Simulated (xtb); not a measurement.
disilazane (H7NSi2), singlet, geometry from GFN2-xTB. Base run: xtb with GFN2-xTB.

Geometry (Å):
```xyz
10

Si     1.4930    -0.2947     0.3778
N      0.0718    -0.1125    -0.5950
Si    -1.5227     0.3580    -0.1094
H      2.6009    -0.4484    -0.5661
H      1.6164     0.9144     1.1880
H      1.4102    -1.4710     1.2532
H      0.1174    -0.5701    -1.4909
H     -2.1893    -0.6919     0.6717
H     -2.2577     0.6031    -1.3510
H     -1.3855     1.5641     0.7031
```
Charge 0, spin multiplicity 1.
All else is at xtb's defaults.
Base energy -9.99514 Eh.

Each row names what was changed in the base input (with any setting that the change needs).

```json
[
 {"change": "base", "ΔE vs base (kJ/mol)": "0.00", "HOMO-LUMO gap (eV)": "5.05", "dipole (D)": "0.57", "G_solv (kcal/mol)": "-", "SCF cycles": "11"},
 {"change": "etemp = 1000", "ΔE vs base (kJ/mol)": "0.00", "HOMO-LUMO gap (eV)": "5.05", "dipole (D)": "0.57", "G_solv (kcal/mol)": "-", "SCF cycles": "11"},
 {"change": "acc = 0.1", "ΔE vs base (kJ/mol)": "0.00", "HOMO-LUMO gap (eV)": "5.05", "dipole (D)": "0.57", "G_solv (kcal/mol)": "-", "SCF cycles": "13"},
 {"change": "alpb = hexane", "ΔE vs base (kJ/mol)": "-2.52", "HOMO-LUMO gap (eV)": "5.06", "dipole (D)": "0.58", "G_solv (kcal/mol)": "-0.61", "SCF cycles": "11"},
 {"change": "alpb = chcl3", "ΔE vs base (kJ/mol)": "-4.91", "HOMO-LUMO gap (eV)": "5.06", "dipole (D)": "0.57", "G_solv (kcal/mol)": "-1.18", "SCF cycles": "11"},
 {"change": "acc = 0.0001", "ΔE vs base (kJ/mol)": "0.00", "HOMO-LUMO gap (eV)": "5.05", "dipole (D)": "0.57", "G_solv (kcal/mol)": "-", "SCF cycles": "18"}
]
```

ALPB and GBSA are two models with their own fitted parameters for each solvent, which aren't always the measured dielectric constant.
